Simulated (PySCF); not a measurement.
W(NH)(S)(Cl)(Me) (CH4ClNSW), SMILES [CH3][W](=[S])(=[NH])[Cl], multiplicity 1. The structure is a stationary point at PBE0-D3(BJ)/def2-SVP. The spin state was assumed, not searched. The structure was generated by enumeration; whether it is a known compound was not checked. The def2 effective core potentials stand for the cores of W; spin–orbit coupling is left out.

Computed equilibrium geometry at PBE0-D3(BJ)/def2-SVP (PySCF confirms it by a frequency run) as Cartesian coordinates in Å:
```xyz
9

W     -0.0642    -0.1281    -0.0438
N     -0.3989    -1.1991    -1.3645
H     -0.1771    -1.8614    -2.1030
S      1.9860    -0.2928     0.5104
Cl    -0.7888     2.0026    -0.4657
C     -1.1154    -1.0211     1.5347
H     -0.8228    -2.0659     1.7151
H     -2.1880    -0.9992     1.2724
H     -0.9424    -0.4374     2.4546
```
